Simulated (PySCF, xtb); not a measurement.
# CH4SSn: where a starting geometry ends

The starting geometry of this gas-phase singlet was built from a drawn formula by distance geometry and a force field; its bonds are those of `[CH]#[SnH-][SH2+]`.

```xyz
7

C    -2.1479   -0.0464   -0.4768
S    -1.4609   -1.1328   -3.8092
Sn   -2.1838   -1.4631   -1.6132
H    -2.1421    0.7864    0.2394
H    -2.5133   -3.0500   -0.9685
H    -1.3871    0.1557   -4.1222
H    -0.2305   -1.7170   -3.9896
```

Question: Predict what it relaxes into with r2SCAN-D4/def2-SVP.

Answer: It falls apart into CH2Sn + H2S. Contacts that open: S2–Sn3 (2.34 → 3.37 Å).

The energy falls by 2.68 eV over 22 steps:

```tsv
step	E − E(last) (eV)
1	2.684
3	0.698
6	0.060
8	0.019
10	0.004
13	0.001
15	0.001
17	0.000
20	0.000
22	0.000
```

Final geometry (Å):

```yaml
atoms:
  - { symbol: C, position_ang: [-2.2485, -0.0739, 0.3152] }
  - { symbol: S, position_ang: [-1.8627, -1.5849, -4.4748] }
  - { symbol: Sn, position_ang: [-2.4092, -1.2986, -1.1643] }
  - { symbol: H, position_ang: [-2.1345, 1.0229, 0.3486] }
  - { symbol: H, position_ang: [-2.5000, -3.0072, -1.1315] }
  - { symbol: H, position_ang: [-1.5316, -0.2749, -4.4844] }
  - { symbol: H, position_ang: [-0.5862, -1.9539, -4.2263] }
```

From the same start GFN2-xTB reaches the same bonding as this run.

No frequencies were run, so the end isn't proven a minimum. Atoms past krypton carry core potentials, without spin–orbit terms. Run with PySCF 2.14.0, 7.9 min on 2 threads of Intel(R) Xeon(R) Processor @ 2.50GHz (Skylake/Cascade Lake), on a shared host.
